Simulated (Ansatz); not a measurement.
Saddle point of GePH$_{6}$, doublet (GeH₃ + PH₃ → GeH₄ + PH₂; bonds formed: H1–Ge3; bonds broken: H1–P2), PBE0-D4/def2-TZVP structure:

```tsv
atom	x (Å)	y (Å)	z (Å)
H1	-0.4250	0.4059	0.3159
P2	-1.0480	1.8825	0.1048
Ge3	0.4664	-1.2335	0.2737
H4	-1.3477	1.5555	-1.2457
H5	0.2426	2.3704	-0.2370
H6	-0.4430	-2.3125	0.8883
H7	1.7630	-1.0923	1.0906
H8	0.7916	-1.5760	-1.1905
```

Energies are electronic, without zero-point energy. Barriers and step energies count from the start structure reached by relaxing down the imaginary mode; all methods use the PBE0-D4 structures, on which another method's saddle can fall below an end. Computed with Ansatz 0.2.0 (basis: def2-TZVPP, with def2-QZVPP for the basis limit); correlated methods freeze the cores; orbitals are unrestricted. Filled d shells of the heavier atoms are correlated. The def2 sets are not built for correlating such inner shells, so the correlated values are less sure here. B3LYP uses VWN-RPA correlation. Extrapolation: Hartree–Fock as exp(−7.88 √X), correlation as X^−2.97.

```tsv
method	barrier (kJ/mol)	step energy (kJ/mol)
SPW92	-16.4	1.0
PBE-D4	0.1	-3.6
BLYP-D4	5.3	-6.3
r2SCAN-D4	8.5	-9.5
B97M-V	?	-16.5
PBE0-D4	11.8	-7.4
B3LYP-D4	?	-9.0
r2SCAN0-D4	16.9	-11.0
BHLYP-D4	27.1	-14.2
CAM-B3LYP-D4	22.0	-12.5
wB97X-V	24.1	-12.7
wB97M-V	29.8	-3.9
B2PLYP	22.3	-11.8
PBE-QIDH	24.6	-11.1
RPA on PBE	?	-17.4
HF	66.5	-23.3
MP2	34.3	-11.3
CCSD	34.7	-16.7
CCSD(T)	29.3	-15.1
```

Q: Fill in the withheld barriers. (Judge from chemistry; the value comes from the calculation.)

A: By the calculation: B3LYP-D4 13.9; B97M-V 7.2; RPA on PBE 29.8 kJ/mol. Each is the energy of the saddle less that of the start structure, by the same method.

For comparison, the barrier by CCSD(T) at an estimated basis limit (MP2 extrapolated from triple and quadruple zeta, plus CCSD(T) − MP2 in triple zeta) is 26.7 kJ/mol.

T1 diagnostic: at most 0.016. ⟨S²⟩ of the unrestricted Hartree–Fock references: 0.75 to 0.80 (a pure state has 0.75).

Radical steps of this kind take place in plasma deposition and etching.

For scale, one of the runs: CCSD(T)/def2-TZVPP, 174 basis functions, launched by `ansatz run in.yaml --threads 4 --pin off --events-out ev --progress --plain --max-ram 9574MiB`. Time: 110 s of wall clock on 4 CPU threads of an Intel Xeon; the host was shared. Peak host memory: 3.7 GiB.
